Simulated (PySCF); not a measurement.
## SnHCl + Cl₂ → SnCl₂ + HCl

Level: PBE0 in the def2-TZVP basis family, computed in PySCF with density fitting; scalar-relativistic core potentials for atoms from Rb on, none lighter, no spin–orbit coupling; open shells unrestricted.

```csv
species,state and structure,E (Eh),ZPE (kJ/mol),H(298 K) − H(0) (kJ/mol),S° (J/(mol K))
SnHCl,"singlet, Cs, Sn–Cl 2.370 Å, Sn–H 1.779 Å; Cl–Sn–H 93.3°",-675.00128,15.9,11.3,273.8
Cl₂,"singlet, D∞h, Cl–Cl 1.982 Å",-920.08940,3.5,9.1,222.5
SnCl₂,"singlet, C2v, Sn–Cl 2.363 Å (×2); Cl–Sn–Cl 98.6°",-1134.54929,4.9,13.6,305.7
HCl,"singlet, C∞v, H–Cl 1.279 Å",-460.66440,17.9,8.7,186.6
```

Problem. What is the electronic reaction energy?

Solution. At PBE0/def2-TZVP, ΔE = -323.0 kJ/mol from the differences of the total energies times 2625.5, downhill. Chlorination of this kind underlies dry etching.

Problem. Add zero-point, thermal and entropy terms for 298.15 K and 1 bar.

Solution. ΔZPE = 3.4 and Δ[H(298) − H(0)] = 1.9 kJ/mol give ΔH° = -317.7 kJ/mol. ΔS° = -4.0 J/(mol K), so ΔG° = -317.7 − 298.15 × (-0.0040) = -317 kJ/mol.

Only the bonding shown was studied: isomers, or loss of a ligand pair, can lie lower.
